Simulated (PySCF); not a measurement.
C2H7NSi2, SMILES N[Si@@H]1C=C[SiH2]1. Atoms are numbered in the order given.

```xyz
12

N      2.2240    -0.6808     0.1354
Si     0.8188     0.1265    -0.4516
C     -0.1264     1.3950     0.5936
C     -1.3938     0.9141     0.6525
Si    -1.3329    -0.7747    -0.1975
H      2.2295    -1.1837     1.0139
H      3.1542    -0.4050    -0.1536
H      1.2159     0.6801    -1.7837
H      0.1692     2.3518     1.0477
H     -2.2225     1.4569     1.1274
H     -2.2826    -0.9893    -1.3372
H     -1.5135    -1.9241     0.7487
```
Charge 0, spin multiplicity 1.

Coordinates come from a PBE0-D3(BJ)/def2-SVP optimisation. The structure was generated by enumeration; whether it is a known compound was not checked. One conformer was computed; it need not be the lowest.

Method: PySCF with B3LYP/pcSseg-1.

GIAO shieldings, no solvent; atoms listed in one row are averaged. δ = σ(ref) − σ: ¹⁵N against NH3 (σ = 265.5 ppm); ²⁹Si against TMS (σ = 338.7 ppm); ¹³C against TMS (σ = 181.3 ppm); ¹H against TMS (σ = 31.68 ppm), references at their B3LYP-D3(BJ)/def2-TZVP geometries, non-relativistic.

Computed chemical shifts:
| nucleus | atoms | count | δ (ppm) |
|---|---|---|---|
| ¹⁵N | N1 | 1 | 26.5 |
| ²⁹Si | Si2 | 1 | -19.8 |
| ²⁹Si | Si5 | 1 | -37.7 |
| ¹³C | C3 | 1 | 184.1 |
| ¹³C | C4 | 1 | 169.6 |
| ¹H | H9 | 1 | 7.79 |
| ¹H | H10 | 1 | 7.73 |
| ¹H | H8 | 1 | 5.37 |
| ¹H | H11 | 1 | 5.05 |
| ¹H | H12 | 1 | 4.86 |
| ¹H | H7 | 1 | 1.28 |
| ¹H | H6 | 1 | 0.76 |
